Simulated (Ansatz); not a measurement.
Start from `N=[C](O)[GaH2]` and change one atom or group to get `N=C(O)O`.

Ansatz, PBE0-D4/def2-TZVP geometries, multiplicity 1. Each molecule was computed in one conformer, which needn't be the lowest.

Scalar relativity is left out up to krypton.

```tsv
property	`N=[C](O)[GaH2]`
LUMO energy (PBE/def2-TZVPP) / eV	-3.00
size of the dipole moment (PBE/def2-TZVPP) / D	0.83
size of the dipole moment (B3LYP/def2-TZVPP) / D	1.02
LUMO energy (PBE0/def2-TZVPP) / eV	-2.19
HOMO energy (B3LYP/def2-TZVPP) / eV	-7.22
HOMO–LUMO gap (PBE/def2-TZVPP) / eV	3.07
```

Task: What does the change do to each property? (Best estimate.)

Result: Ansatz gave: 
```tsv
property	`N=C(O)O`	shift
LUMO energy (PBE/def2-TZVPP) / eV	-0.52	2.48
size of the dipole moment (PBE/def2-TZVPP) / D	1.59	0.76
size of the dipole moment (B3LYP/def2-TZVPP) / D	1.67	0.65
LUMO energy (PBE0/def2-TZVPP) / eV	0.36	2.55
HOMO energy (B3LYP/def2-TZVPP) / eV	-7.65	-0.43
HOMO–LUMO gap (PBE/def2-TZVPP) / eV	5.93	2.86
```

With PBE0 the HOMO falls by 0.47 eV and the LUMO rises by 2.55 eV, so the gap widens by about 3.02 eV. PBE moves the HOMO by -0.38 eV and ωB97M-V by -0.52 eV. The zero-point energy changes by 6.8 kJ/mol with -3 modes. Dipoles are sizes alone; their direction can turn.

B3LYP here is the variant with VWN-RPA as its local correlation; programs differ in this.
